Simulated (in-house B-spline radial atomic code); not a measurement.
Ionisation energies with and without relativity, with size and susceptibility from the Dirac run. Dirac energy differences include first-order Breit, QED and recoil terms. NIST's values go from ground level to ground level; the uncertainty of those that are theory runs from under 0.1 % in few-electron ions to several per cent in heavy many-electron ones. Computed with a B-spline radial code for spherical atoms: non-relativistic Hartree-Fock and Dirac-Hartree-Fock, averages of the configuration (point nuclei without relativity, finite nuclei with it).

| ion | configuration | configuration after | ionisation non-relativistic (eV) | ionisation Dirac Breit and QED (eV) | tabulated value (eV) | radius at density 0.001 (bohr) | diamagnetic susceptibility (10⁻⁶ cm³/mol) |
| --- | --- | --- | --- | --- | --- | --- | --- |
| In | [Kr] 4d10 5s2 5p1 | [Kr] 4d10 5s2 | 5.191 | 5.131 | 5.786356 | 4.73 | -47.46 |
| Sn | [Kr] 4d10 5s2 5p2 | [Kr] 4d10 5s2 5p1 | ? | ? | ? | ? | ? |
| Sb | [Kr] 4d10 5s2 5p3 | [Kr] 4d10 5s2 5p2 | 7.669 | 7.624 | 8.608389 | 4.734 | -49.711 |
| Te | [Kr] 4d10 5s2 5p4 | [Kr] 4d10 5s2 5p3 | 8.960 | 8.923 | 9.009808 | 4.639 | -49.569 |
| I | [Kr] 4d10 5s2 5p5 | [Kr] 4d10 5s2 5p4 | ? | ? | ? | ? | ? |
| Xe | [Kr] 4d10 5s2 5p6 | [Kr] 4d10 5s2 5p5 | 11.685 | 11.668 | 12.12984 | 4.414 | -48.469 |

**Question.** Fill in the row of Sn.

**Answer.** ionisation non-relativistic (eV): 6.418; ionisation Dirac Breit and QED (eV): 6.366; tabulated value (eV): 7.343918; radius at density 0.001 (bohr): 4.786; diamagnetic susceptibility (10⁻⁶ cm³/mol): -49.247.

**Question.** Fill in the row of I.

**Answer.** ionisation non-relativistic (eV): 10.297; ionisation Dirac Breit and QED (eV): 10.270; tabulated value (eV): 10.45124; radius at density 0.001 (bohr): 4.528; diamagnetic susceptibility (10⁻⁶ cm³/mol): -49.108.
